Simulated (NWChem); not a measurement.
Species: P₂H cation; SMILES P#[PH+]

```xyz
3

P      0.0000     0.0000     1.0264
P      0.0000     0.0000    -0.8724
H      0.0000     0.0000    -2.3091
```
Atoms are numbered in this order, from 1.

Computed with NWChem. Pople sets run with spherical d functions. Structure relaxed at the PBE-D3(BJ)/def2-SVP level.

Problem. Taking TPSS/6-311++G** as the yardstick, which of these has the fewest basis functions while keeping “highest occupied level (eV)” within 0.2 eV of it: TPSS/6-31G*; TPSS/6-311G**; TPSS/STO-3G; TPSS/6-31+G*; TPSS/3-21G?

Solution. TPSS/6-31G*.
```
level            basis functions  highest occupied level (eV)
---------------  ---------------  ---------------------------
TPSS/STO-3G                   19                       -12.02
TPSS/3-21G                    28                       -14.51
TPSS/6-31G*                   38                       -14.11
TPSS/6-31+G*                  46                       -14.10
TPSS/6-311G**                 58                       -14.11
TPSS/6-311++G**               67                       -14.10
```

The yardstick is one finite set, not the basis-set limit.
